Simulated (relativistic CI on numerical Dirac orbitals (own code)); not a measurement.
# Energy levels of Ho45+

Computed by Dirac-Coulomb-Breit CI, separate exchange-only KLI orbitals for each configuration, model QED, unscaled Slater integrals (own radial code, finite nucleus).

Configurations in the expansion (outside the closed core [Ne]): 3s2 3p6 3d4, 3s2 3p5 3d5, 3s 3p6 3d5, 3s2 3p6 3d3 4s, 3s2 3p6 3d3 4p, 3s2 3p6 3d3 4d, 3s2 3p5 3d4 4s, 3s2 3p6 3d3 4f, 3s 3p6 3d4 4s, 3p6 3d5 4p, 3p6 3d6, 3p5 3d7, 3p5 3d6 4s, 3p6 3d5 4s, 3p5 3d5 4s2, 3s2 3p6 3d2 4s2, 3s2 3p6 3d 4s2 4p, 3s2 3p6 3d 4s2 4d. Double excitations out of closed p, d and f shells are left out; levels of such configurations are missing from the list, as are those of other unlisted configurations, and high levels can miss mixing partners.

The lowest level is 3s2 3p6 3d4 3P_0, with 59 % of that term; Hund's rules for 3s2 3p6 3d4 give 5D with J = 0, of which the calculation keeps J, while another term leads.

```
No.  Configuration  Term  J  E (10³ cm⁻¹)   %  Next component (%)  Landé g  Lifetime (s)
  1    3s2 3p6 3d4    3P  0           0.0  59               29 5D                       
  2    3s2 3p6 3d4    5D  1         297.9  61               39 3P    1.492      1.46e-06
  3    3s2 3p6 3d4    3F  4         386.6  29               23 3H    1.075              
  4    3s2 3p6 3d4    5D  2         399.0  44               16 3F    1.243      4.88e-05
  5    3s2 3p6 3d4    3F  3         426.6  29               25 5D    1.150      1.06e-03
  6    3s2 3p6 3d4    5D  0         662.7  65               21 1S               5.08e-07
  7    3s2 3p6 3d4    5D  2         675.6  44               21 3F    1.205      7.77e-07
  8    3s2 3p6 3d4    3H  4         681.5  40               38 5D    1.149      1.42e-06
  9    3s2 3p6 3d4    5D  3         697.4  47               37 3G    1.147      1.42e-06
 10    3s2 3p6 3d4    3H  5         726.0  68               32 3G    1.078      2.74e-06
 11    3s2 3p6 3d4    1I  6         746.8  50               50 3H    1.073      1.19e-02
 12    3s2 3p6 3d4    3P  1         759.3  44               38 3D    1.114      1.22e-06
 13    3s2 3p6 3d4    3G  4         787.7  57               38 1G    1.028      6.80e-06
 14    3s2 3p6 3d4    3F  3         790.2  44               27 3D    1.088      1.87e-06
 15    3s2 3p6 3d4    3D  2         802.3  34               31 3F    1.092      4.51e-06
 16    3s2 3p6 3d4    3F  2         895.4  47               29 3P    0.988      8.69e-07
 17    3s2 3p6 3d4    3F  4         928.7  64               22 1G    1.200      2.68e-06
 18    3s2 3p6 3d4    3P  2        1018.5  40               34 1D    1.173      9.58e-06
 19    3s2 3p6 3d4    5D  4        1056.3  30               25 1G    1.137      6.07e-07
 20    3s2 3p6 3d4    3F  3        1063.4  45               26 5D    1.167      5.25e-07
 21    3s2 3p6 3d4    3D  1        1102.2  55               26 3P    0.940      4.07e-07
 22    3s2 3p6 3d4    3G  5        1102.4  68               32 3H    1.137      1.09e-06
 23    3s2 3p6 3d4    3P  0        1106.9  62               37 1S               1.39e-06
 24    3s2 3p6 3d4    3H  6        1107.6  50               50 1I    1.075      1.27e-06
 25    3s2 3p6 3d4    3F  2        1169.5  49               39 3P    1.055      6.15e-07
 26    3s2 3p6 3d4    3D  3        1182.9  36               35 1F    1.088      8.66e-07
 27    3s2 3p6 3d4    1S  0        1261.1  77               19 3P               1.37e-06
 28    3s2 3p6 3d4    3F  3        1291.6  66               31 1F    1.056      1.04e-06
 29    3s2 3p6 3d4    3P  1        1297.3  91                7 3D    1.420      6.78e-07
 30    3s2 3p6 3d4    1G  4        1299.9  69               22 3F    1.042      7.89e-07
 31    3s2 3p6 3d4    1D  2        1332.0  66               25 3P    1.106      9.29e-07
 32    3s2 3p6 3d4    3F  4        1485.9  48               21 1G    1.156      3.89e-07
 33    3s2 3p6 3d4    1D  2        1573.3  40               24 3D    1.066      3.76e-07
 34    3s2 3p6 3d4    1S  0        1768.5  52               47 3P               2.79e-07
 35    3s2 3p5 3d5   5D°  4        2422.3  34              21 7P°    1.409      1.64e-10
 36    3s2 3p5 3d5   3P°  2        2479.8  25              16 5P°    1.336      1.34e-10
 37    3s2 3p5 3d5   3D°  3        2537.4  27              26 5P°    1.386      1.79e-10
 38    3s2 3p5 3d5   7P°  4        2698.5  41              15 3G°    1.372      8.93e-11
 39    3s2 3p5 3d5   5P°  3        2751.4  20              18 7P°    1.340      8.03e-11
 40    3s2 3p5 3d5   3D°  1        2777.7  35              18 3P°    0.884      9.32e-13
 41    3s2 3p5 3d5   5F°  5        2777.8  35              30 5G°    1.263      8.38e-11
 42    3s2 3p5 3d5   5G°  6        2783.4  41              31 3H°    1.207      1.32e-10
 43    3s2 3p5 3d5   3F°  2        2787.7  25              21 5P°    1.129      2.54e-11
 44    3s2 3p5 3d5   5P°  1        2797.7  44              25 3P°    1.680      2.26e-11
 45    3s2 3p5 3d5   5D°  3        2822.9  30              21 5F°    1.278      2.44e-11
 46    3s2 3p5 3d5   3F°  4        2824.3  37              24 5G°    1.144      7.31e-11
 47    3s2 3p5 3d5   5H°  7        2824.5  43              41 3I°    1.175      1.72e-10
 48    3s2 3p5 3d5   3P°  2        2882.2  21              19 5P°    1.529      9.27e-12
 49    3s2 3p5 3d5   3F°  4        2882.5  28              27 5F°    1.201      1.45e-11
 50    3s2 3p5 3d5   3F°  3        2890.7  33              17 3D°    1.202      2.97e-11
 51    3s2 3p5 3d5   3H°  5        2899.6  27              26 3G°    1.160      3.44e-11
 52    3s2 3p5 3d5   3H°  6        2902.9  44              20 5G°    1.155      2.06e-10
 53    3s2 3p5 3d5   3F°  4        2920.6  27              24 3G°    1.177      1.19e-10
 54    3s2 3p5 3d5   3D°  2        2940.0  31              23 3F°    1.112      1.10e-11
 55    3s2 3p5 3d5   3G°  5        2943.5  42              22 3H°    1.114      5.72e-12
 56    3s2 3p5 3d5   3D°  1        2947.2  45              21 3P°    0.850      2.52e-11
 57    3s2 3p5 3d5   3F°  2        2976.7  27              21 1D°    1.098      6.19e-12
 58    3s2 3p5 3d5   3G°  3        3031.3  20              15 5F°    1.139      2.78e-12
 59    3s2 3p5 3d5   3D°  2        3047.9  38              15 3P°    1.199      6.41e-12
 60    3s2 3p5 3d5   7P°  4        3057.9  24              23 3F°    1.319      2.12e-11
 61    3s2 3p5 3d5   3G°  5        3059.8  25              17 1H°    1.094      3.60e-12
 62    3s2 3p5 3d5   3P°  0        3071.1  51              48 5D°               1.20e-12
 63    3s2 3p5 3d5   3P°  1        3086.9  30              29 3D°    1.088      9.01e-12
 64    3s2 3p5 3d5   5F°  5        3105.5  41              17 3G°    1.240      2.45e-11
 65    3s2 3p5 3d5   3G°  4        3113.7  29              23 3F°    1.092      2.01e-12
 66    3s2 3p5 3d5   3F°  3        3116.7  44              15 1F°    1.103      5.09e-12
 67    3s2 3p5 3d5   5F°  1        3117.5  29              19 5D°    0.987      9.06e-13
 68    3s2 3p5 3d5   3P°  0        3120.0  57              41 5D°               3.43e-12
 69    3s2 3p5 3d5   3H°  6        3124.6  33              23 5G°    1.167      3.62e-11
 70    3s2 3p5 3d5   3F°  2        3127.2  21              18 5G°    1.104      3.56e-11
```

Energies count from the lowest computed level; ° marks odd parity; lifetimes are radiative, by E1, M1, E2, M2, E3 decay to levels of this space only; some are left blank where a channel outside the calculation adds to the decay or the decay crosses a small, uncertain gap.

The mean weight of the leading LS term, summed over parents, in these 70 levels is 42 %, and that of the leading jj configuration (from the same eigenvectors) 90 %, so jj coupling describes them better and the LS labels are nominal.

At this charge energies of transitions that change n are usually good to better than 1 %, and those within a shell (Δn = 0) to a few per cent.

LS names give the leading component of a level, which can be under half, so a name can repeat, a term be missing and a line seem to break the LS rules.
